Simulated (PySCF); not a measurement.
C2H12OSi3, SMILES CCO[SiH2][SiH2][SiH3]. Atoms are numbered in the order given.

```xyz
18

C     -2.8782     0.9869    -0.9216
C     -2.0722    -0.1204    -0.2813
O     -1.3144     0.4176     0.7927
Si    -0.1545    -0.4758     1.6057
Si     1.5409    -1.0469     0.0722
Si     1.7894     0.8265    -1.3215
H     -3.4880     0.5953    -1.7504
H     -3.5475     1.4486    -0.1798
H     -2.2105     1.7687    -1.3148
H     -1.4000    -0.5876    -1.0326
H     -2.7412    -0.9217     0.0920
H     -0.7619    -1.6821     2.2592
H      0.3982     0.4254     2.6556
H      1.1858    -2.2467    -0.7525
H      2.8262    -1.3355     0.7857
H      2.9315     0.6693    -2.2740
H      2.0253     2.0437    -0.4866
H      0.5380     1.0303    -2.1149
```

Coordinates come from a r2SCAN-D4/def2-SVP optimisation. This is a generated structure with no PubChem entry under its InChIKey; it may be hypothetical. The values are those of a single conformer.

The numbers are results of PBE/pcSseg-1 run with PySCF, not measurements.

GIAO shieldings, no solvent; atoms listed in one row are averaged. δ = σ(ref) − σ: ¹³C against TMS (σ = 182.0 ppm); ¹⁷O against H2O (σ = 334.3 ppm); ²⁹Si against TMS (σ = 335.4 ppm); ¹H against TMS (σ = 31.49 ppm), references at their B3LYP-D3(BJ)/def2-TZVP geometries, non-relativistic.

Computed chemical shifts:
```
nucleus          atoms  count  δ (ppm)
-------  -------------  -----  -------
¹³C                 C2      1     69.5
¹³C                 C1      1     22.2
¹⁷O                 O3      1     42.6
²⁹Si               Si4      1    -16.0
²⁹Si               Si6      1   -110.6
²⁹Si               Si5      1   -122.0
¹H                 H12      1     5.94
¹H                 H13      1     5.69
¹H                 H11      1     4.04
¹H                 H14      1     4.01
¹H       H16, H17, H18      3     4.00
¹H                 H10      1     3.90
¹H                 H15      1     3.60
¹H          H7, H8, H9      3     1.58
```
